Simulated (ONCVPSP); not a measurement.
phosphorus: one change to an ONCV potential, before and after

P (Z = 15), optimised norm-conserving Vanderbilt (ONCV), made with ONCVPSP 4.0.1 (LDA (Perdew-Zunger), scalar-relativistic). Core [He], reference 2s2 2p6 3s2 3p3. Waves: 2s+3s: rc 0.75 bohr, ncon 5, nbas 8, qcut 18.8 1/bohr, 2 projectors; 2p+3p: rc 0.95 bohr, ncon 3, nbas 6, qcut 17.7 1/bohr, 2 projectors; d scattering state at 0.02 Ha: rc 0.85 bohr, ncon 3, nbas 8, qcut 12.8 1/bohr, 1 projector. Local part: polynomial inside 0.70 bohr (lpopt 5, dvloc0 -1 Ha). Core correction: none.

Change: p: rc 1.42.

Cutoffs: the cutoffs (Ha) at which the residual kinetic energy of the hardest occupied pseudo-wave falls to 1 and 0.1 mHa per electron; they do not see the model core or the augmentation charge, which bear on the density cutoff. Errors are all-electron minus pseudo energies relative to the spin-unpolarised reference configuration.

Question: What does the change do?

Answer: The potential gets neither clearly harder nor softer (123 Ha and 146 Ha → 123 Ha and 146 Ha); the s channel sets the loose cutoff, while the largest relative change is in p, which becomes softer; of the 4 tests that both files solve, the error grows in 1 and shrinks in 2 by more than 15 % and 0.3 meV (median size 1.6 → 0.8 meV); neither file shows a bound ghost.

```tsv
quantity	base	changed
cutoff, loose	123 Ha	123 Ha
cutoff, tight	146 Ha	146 Ha
loose cutoff by channel	s 123 Ha, p 98 Ha	s 123 Ha, p 55 Ha
bound ghosts	none	none
GHOST(+) flags under 300 eV	none	none
error for 2s2 2p6 3s2 3p2, meV [ΔE 9.82 eV]	+0.3	-0.2
error for 2s2 2p6 3s2 3p1, meV [ΔE 29.07 eV]	+2.4	+0.5
error for 2s2 2p6 3s2 3p0, meV [ΔE 58.96 eV]	+9.2	+3.3
error for 2s2 2p6 3s1 3p3, meV [ΔE 18.89 eV]	-0.7	-1.0
s: phases at 0.76 bohr within 0.05 rad from the reference energy up to (Ha; the scan ends near 5)	to the end of the scan	to the end of the scan
d: phases at 0.86 bohr within 0.05 rad from the reference energy up to (Ha; the scan ends near 5)	to the end of the scan	to the end of the scan
```
